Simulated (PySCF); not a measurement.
# Shieldings and the share of exact exchange

Molecule: SMILES FC(F)O[BH2-][PH3+], CH$_{6}$BF$_{2}$OP.

Molfile (atoms numbered from 1):
```
CH6BF2OP
     RDKit          3D

 12 11  0  0  0  0  0  0  0  0999 V2000
   -1.1607   -1.2527    0.5985 F   0  0  0  0  0  0  0  0  0  0  0  0
   -1.7705   -0.2249   -0.0939 C   0  0  0  0  0  0  0  0  0  0  0  0
   -2.8236   -0.7642   -0.7143 F   0  0  0  0  0  0  0  0  0  0  0  0
   -0.9328    0.2792   -0.9919 O   0  0  0  0  0  0  0  0  0  0  0  0
    0.2327    0.9897   -0.5226 B   0  0  0  0  0  0  0  0  0  0  0  0
    1.5682   -0.3744    0.1771 P   0  0  0  0  0  0  0  0  0  0  0  0
   -2.1204    0.5008    0.6659 H   0  0  0  0  0  0  0  0  0  0  0  0
    0.0770    1.7174    0.4516 H   0  0  0  0  0  0  0  0  0  0  0  0
    0.8813    1.4746   -1.4313 H   0  0  0  0  0  0  0  0  0  0  0  0
    2.8870    0.1256    0.3046 H   0  0  0  0  0  0  0  0  0  0  0  0
    1.8001   -1.5137   -0.6297 H   0  0  0  0  0  0  0  0  0  0  0  0
    1.4010   -0.9857    1.4419 H   0  0  0  0  0  0  0  0  0  0  0  0
  1  2  1  0
  2  3  1  0
  2  4  1  0
  4  5  1  0
  5  6  1  0
  2  7  1  0
  5  8  1  0
  5  9  1  0
  6 10  1  0
  6 11  1  0
  6 12  1  0
M  CHG  2   5  -1   6   1
M  END
```

GIAO shieldings (ppm, equivalent atoms averaged) in PySCF on the PBE0-D3(BJ)/def2-SVP geometry, basis pcSseg-1, gas phase, non-relativistic:

| functional | exact exchange (%) | σ(F1/F3) | σ(C2) | σ(O4) | σ(B5) |
| --- | --- | --- | --- | --- | --- |
| BLYP | 0 | 244.5 | 45.3 | 203.9 | 109.8 |
| BP86 | 0 | 247.8 | 50.9 | 211.1 | 113.6 |
| PBE | 0 | 246.1 | 51.2 | 210.1 | 113.7 |
| B3LYP | 20 | 260.3 | 52.8 | 218.1 | 113.9 |
| PBE0 | 25 | 265.4 | 60.0 | 226.8 | 118.5 |
| mPW1PW91 | 25 | 266.1 | 59.3 | 226.5 | 118.1 |
| HF | 100 | 306.3 | 81.5 | 259.8 | 128.0 |

(1) Fit each shielding as a line in the percentage of exact exchange.

(2) What does the line predict for BHandHLYP (50 %), and what does the run give?

## Answers

(1) σ(F1/F3) = 247.8 + 0.60 x (rms 2.2 ppm); σ(C2) = 49.4 + 0.33 x (rms 2.4 ppm); σ(O4) = 209.8 + 0.52 x (rms 3.3 ppm); σ(B5) = 112.7 + 0.16 x (rms 1.7 ppm). The functionals also differ in their semilocal parts, which the line can't hold; Hartree–Fock has no correlation at all.

(2) σ(F1/F3): 277.8 predicted, 279.4 computed; σ(C2): 65.9 predicted, 63.5 computed; σ(O4): 235.8 predicted, 235.1 computed; σ(B5): 120.7 predicted, 119.3 computed ppm.
